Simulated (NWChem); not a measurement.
Molecule: HSeSI; SMILES S[Se]I

```xyz
4

Se     0.7258    -1.0282     0.0037
I     -0.1184     1.3856     0.0064
S     -1.0692    -2.2596     0.0513
H     -1.2943    -2.3242    -1.2844
```
Atoms are numbered in this order, from 1.

Computed with NWChem. Pople sets run with spherical d functions. Structure relaxed at the PBE0/def2-SVP (def2 core potentials past Kr) level.

**Question.** Among these, which level gives the highest value of “dipole (D)”?
A) B3LYP/STO-3G, non-relativistic
B) B3LYP/6-311G**, non-relativistic
C) B3LYP/3-21G, non-relativistic

**Answer.** A, B3LYP/STO-3G, non-relativistic. Values: B3LYP/6-311G**, non-relativistic 1.33; B3LYP/3-21G, non-relativistic 1.48; B3LYP/STO-3G, non-relativistic 2.02
